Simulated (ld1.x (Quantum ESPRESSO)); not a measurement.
**N, RRKJ: configuration errors across variants**

nitrogen, norm-conserving RRKJ (Kleinman–Bylander form), made with ld1.x (Quantum ESPRESSO) 7.5 (PBE, scalar-relativistic). Core [He], reference 2s2 2p2.5 (charge +0.5). Waves: 2s (bound): rc 1.00 bohr; 3d channel at 0.05 Ry: rc 1.05 bohr; 2p (bound): rc 1.25 bohr. Local part: the p channel. Core correction: Bessel-smoothed model core inside 0.80 bohr.

All-electron excitation energies from the reference (eV): (1) 2s2 2p3 -5.093; (2) 2s2 2p2 8.498; (3) 2s2 2p1 37.352; (4) 2s2 2p3.3 -6.713; (5) 2s0 2p5 17.947; (6) 2s1 2p3 20.279; (7) 2s1 2p4 6.414.

4 further variants failed, have other tests or another functional or relativity, and are left out.

Errors AE − PS in meV (a dash: test not solved or not reliable):

```tsv
change	(1)	(2)	(3)	(4)	(5)	(6)	(7)	bound ghosts
base	-0.1	+0.2	+28	-0.7	+29	+0.3	+8.7	none
wave 3d channel at 0.05 Ry: rc 1.05 bohr becomes 3d channel at 0.19 Ry: rc 1.05 bohr	-0.1	+0.2	+28	-0.7	+29	+0.3	+8.7	none
type PAW; waves now 2s (bound): rcut 0.85, rcutus 1.00 bohr; 2s channel at 2.8 Ry: rcut 0.85, rcutus 1.00 bohr; 2p (bound): rcut 1.10, rcutus 1.25 bohr; 2p channel at -0.2 Ry: rcut 1.10, rcutus 1.25 bohr; 3d channel at 0.05 Ry: rc 1.05 bohr; local potential the d channel; augmentation PSQ, inside the norm-conserving radii	+0.2	-0.4	-2.1	+0.4	-1.5	-0.9	-0.4	none
wave 2p (bound): rc 1.25 bohr becomes 2p (bound): rc 1.86 bohr	-1.9	+4.1	+162	-6.8	+51	-44	+25	none
wave 3d channel at 0.05 Ry: rc 1.05 bohr becomes 3d channel at 0.05 Ry: rc 1.52 bohr	-0.1	+0.2	+28	-0.7	+29	+0.3	+8.7	none
core correction Bessel-smoothed model core inside 0.68 bohr	0.0	+0.5	+34	-0.6	+26	+0.8	+7.9	none
wave 2s (bound): rc 1.00 bohr becomes 2s (bound): rc 0.96 bohr	-0.1	+0.2	+28	-0.7	+28	0.0	+8.6	none
all radii but the core radius scaled by about 0.74 (s 0.74, p 0.92, d 0.78 bohr)	+0.5	+0.6	+22	+0.8	+37	+6.9	+10	none
```

Task: Give the same row for: local potential all-electron potential smoothed inside 0.85 bohr (lloc = -2).

Result: +0.8, +1.8, +48, +1.2, +29, -0.9, +9.9; bound ghosts: none.
